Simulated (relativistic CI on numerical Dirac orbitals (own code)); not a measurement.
**Ir2+: L2,3 absorption edge**

Computed with this model: Dirac-Coulomb-Breit CI, orbitals from a KLI potential per configuration, model QED, valence Slater integrals scaled by 0.9, multiplet model of core-to-valence dipole absorption; configurations [Xe] 4f14 5d7 → [He] 2s2 2p5 3s2 3p6 3d10 4s2 4p6 4d10 4f14 5s2 5p6 5d8; 80 K; Lorentzian 5 eV and Gaussian 1 eV FWHM. Energies are those of the free ion, without screening or charge transfer. The branching ratio is the share of the lower-energy edge in the whole absorption, uncertain by about 0.02 where the edges overlap. S is read from ⟨S²⟩ = S(S + 1).

Field parameters in Wybourne normalisation: D4h B²₀ = −7Ds, B⁴₀ = 21(Dq − Dt), B⁴₄ = 21√(5/14) Dq. The field is a parameter set, without covalency.

free ion: ground-state S = 1.41, centroid 11292.01 eV, branching ratio 0.951. Peaks (eV, height): 11213.0 (100).

D4h, 10Dq = 21400, Ds = -1500, Dt = -360 cm⁻¹: ground-state S = 0.63, centroid 11463.08 eV, branching ratio 0.845. Peaks (eV, height): 11213.5 (100), 12824.0 (18).

D4h, 10Dq = 21400, Ds = 430, Dt = -360 cm⁻¹: ground-state S = 0.72, centroid 11439.61 eV, branching ratio 0.860. Peaks (eV, height): 11213.5 (100), 12824.0 (16).

The statistical ratio of this edge is 2/3 = 0.667. Values above it arise where the holes sit mainly in the j = l + 1/2 valence subshell or the ground state has high spin; values below it where core-valence Coulomb terms move weight to the upper edge, as in nearly empty shells. At deep edges of heavy elements the radial integrals of the two core levels differ, which raises the baseline.

Strongest unbroadened transitions for D4h, 10Dq = 21400, Ds = -1500, Dt = -360 cm⁻¹:

```tsv
Energy (eV)	Relative strength
11212.65	2.9
11212.89	91.8
11213.00	54.1
11213.70	100.0
11213.72	26.9
11214.16	6.0
11214.19	57.6
11215.05	0.7
11215.59	1.4
11215.67	1.6
11215.85	1.6
11215.87	3.0
11215.95	1.1
12823.20	2.4
12823.28	22.6
12824.17	22.5
12824.64	13.3
12826.16	0.9
```
